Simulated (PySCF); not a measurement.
## NMR data sheet: C3H12B2N2

```yaml
Formula: C3H12B2N2
SMILES: C=C[B@H-]1[NH2+][B@@H-](C)[NH2+]1
Point_group_of_the_computed_structure: C1
Carbon_signals: 3
Proton_signals: 8
```

Molfile (atoms numbered from 1):
```
C3H12B2N2
     RDKit          3D

 19 19  0  0  0  0  0  0  0  0999 V2000
   -2.5402   -0.9640    0.0313 C   0  0  0  0  0  0  0  0  0  0  0  0
   -1.8064   -0.2743   -0.8494 C   0  0  0  0  0  0  0  0  0  0  0  0
   -0.6348    0.7510   -0.5343 B   0  0  1  0  0  0  0  0  0  0  0  0
   -0.1303    0.7331    0.9724 N   0  0  0  0  0  0  0  0  0  0  0  0
    1.3211    0.3273    0.4181 B   0  0  1  0  0  0  0  0  0  0  0  0
    1.8291   -1.0838    0.9692 C   0  0  0  0  0  0  0  0  0  0  0  0
    0.7841    0.2588   -1.0938 N   0  0  0  0  0  0  0  0  0  0  0  0
   -2.3936   -0.8692    1.1159 H   0  0  0  0  0  0  0  0  0  0  0  0
   -3.3403   -1.6495   -0.2674 H   0  0  0  0  0  0  0  0  0  0  0  0
   -2.0472   -0.4314   -1.9122 H   0  0  0  0  0  0  0  0  0  0  0  0
   -0.8511    1.8954   -0.9054 H   0  0  0  0  0  0  0  0  0  0  0  0
   -0.5661    0.0194    1.5542 H   0  0  0  0  0  0  0  0  0  0  0  0
   -0.1836    1.6225    1.4590 H   0  0  0  0  0  0  0  0  0  0  0  0
    2.0930    1.2665    0.5424 H   0  0  0  0  0  0  0  0  0  0  0  0
    1.0832   -1.8881    0.8314 H   0  0  0  0  0  0  0  0  0  0  0  0
    2.0619   -1.0353    2.0463 H   0  0  0  0  0  0  0  0  0  0  0  0
    2.7543   -1.4059    0.4626 H   0  0  0  0  0  0  0  0  0  0  0  0
    0.7843   -0.6755   -1.4982 H   0  0  0  0  0  0  0  0  0  0  0  0
    1.2386    0.8925   -1.7438 H   0  0  0  0  0  0  0  0  0  0  0  0
  1  2  2  0
  2  3  1  0
  3  4  1  0
  4  5  1  0
  5  6  1  0
  5  7  1  0
  7  3  1  0
  1  8  1  0
  1  9  1  0
  2 10  1  0
  3 11  1  6
  4 12  1  0
  4 13  1  0
  5 14  1  6
  6 15  1  0
  6 16  1  0
  6 17  1  0
  7 18  1  0
  7 19  1  0
M  CHG  4   3  -1   4   1   5  -1   7   1
M  END
```

- coordinates at the PBE0-D3(BJ)/def2-SVP level
- B3LYP/pcJ-1 coupling constants (spin–dipole term only in couplings to heteroatoms)
- PBE0/pcSseg-1 with gauge-including orbitals
- code: PySCF 2.14.0 with density-fitted response routines
- single conformer, equivalent nuclei averaged, gas phase, non-relativistic

Shifts are taken against calculated references (same method and geometry level): ¹H (σ = 31.27 ppm), ¹³C (σ = 184.41 ppm) vs TMS; ¹¹B (σ = 100.73 ppm) vs BF3·OEt2; NH3 for ¹⁵N (σ = 265.67 ppm).

| carbon | δC, type | δH (multiplicity, J in Hz) | HMBC from (abs. J ≥ 3 Hz) | span of the C tensor (ppm) |
| --- | --- | --- | --- | --- |
| C1 | 124.1, CH2 | H8 5.18 (dd, 20.7, 2.7); H9 5.68 (dd, 14.3, 2.7) | H10, H11 | 227 |
| C2 | 157.2, CH | 6.57 (dd, 20.7, 14.3) | H9 | 276 |
| C6 | 8.1, CH3 | -0.02 (s) | – | 18 |

Other nuclei:
```csv
atoms,nucleus,environment,δ (ppm),σ (ppm)
H11,¹H,"hydrogen on a boron bonded to C, 2 N, in a 4-membered ring",3.68,27.58
H14,¹H,"hydrogen on a boron bonded to C, 2 N, in a 4-membered ring",3.50,27.77
H13/H19,¹H,hydrogen on a donor nitrogen of a Lewis adduct,1.80,29.46
H12/H18,¹H,hydrogen on a donor nitrogen of a Lewis adduct,0.90,30.36
B5,¹¹B,"boron bonded to C, 2 N, H, in a 4-membered ring",-10.0,110.7
B3,¹¹B,"boron bonded to C, 2 N, H, in a 4-membered ring",-12.5,113.2
N4/N7,¹⁵N,donor nitrogen of a Lewis adduct,37.3,228.4
```

Selected couplings (Hz, signed; the shortest-range and largest first, 30 at most; isotopes ¹³C, ¹H, ¹¹B, ¹⁵N): ¹J(C1,H9) 168.2, ¹J(C1,H8) 156.4, ¹J(C2,H10) 139.8, ¹J(C6,H15) 121.8, ¹J(B5,H14) 118.0, ¹J(B3,H11) 117.2, ¹J(C1,C2) 67.7, ¹J(C2,B3) 65.7, ¹J(B5,C6) 54.7, ¹J(B3,N4) -8.3, ¹J(N4,B5) -7.2, ²J(B5,H15) -5.0, ²J(B3,H10) 3.4, ²J(B3,B5) -3.2, ²J(H8,H9) 2.7, ²J(N4,H14) -2.2, ²J(N4,H11) -1.3, ³J(H8,H10) 20.7, ³J(H9,H10) 14.3, ³J(B3,H9) 10.1, ³J(B3,H8) 6.3, ³J(H14,H15) 5.6, ³J(H10,H11) 2.9, ³J(N4,H15) -2.5, ³J(N4,H10) -1.5, ³J(C1,N4) -1.4, ⁴J(H9,H11) -2.7, ⁴J(H8,H11) -2.5, ⁴J(H11,H14) 1.2.

1. δC 157.2: alkene CH; an sp2 carbon of a C=C bond.
2. δC 124.1: terminal =CH2 carbon; an sp2 carbon of a C=C bond.
3. δH 6.57: hydrogen on an alkene CH; a vinylic proton, deshielded by the sp2 carbon and the C=C anisotropy.
4. δH 5.68, 5.18: hydrogen on a terminal =CH2 carbon; a vinylic proton, deshielded by the sp2 carbon and the C=C anisotropy.
5. δH 1.80, 0.90: hydrogen on a donor nitrogen of a Lewis adduct; exchangeable, gas-phase position.
6. The protons at 5.18 and 6.57 share a coupling of 20.7 Hz (vicinal, trans across C=C).
7. The protons at 5.68 and 6.57 share a coupling of 14.3 Hz (vicinal, cis across C=C).
8. The protons at 3.50 and -0.02 share a coupling of 5.6 Hz (vicinal).

The OH or NH signal is concentration- and solvent-dependent in practice; the value given is the gas-phase one. Hydrogens on boron are broadened and split by ¹¹B (spin 3/2, 80 %) and 10B (spin 3). A carbon bonded to boron is broadened by the quadrupolar boron nucleus and is often missing from a measured spectrum. Multiplet labels drop couplings under 1 Hz and merge nearly equal ones. Unscaled 3J(H,H) at this level run about 10 % above measured values. Shifts are as computed. Against solution values, carbons near 30 ppm lie about +2 ppm off and those near 130 ppm about +5 ppm. Of 1313 compounds with measured shifts, 239 miss one by over three times the rms of a fit or turn the order of signals round; such compounds aren't used in these exercises. Couplings to exchangeable protons are dropped. Experimental scales use liquid or dissolved standards, which lie at an offset from isolated NH3 (liquid NH3: subtract about 20 ppm). Only one conformer was computed, so three-bond couplings in flexible chains and rings are approximate.
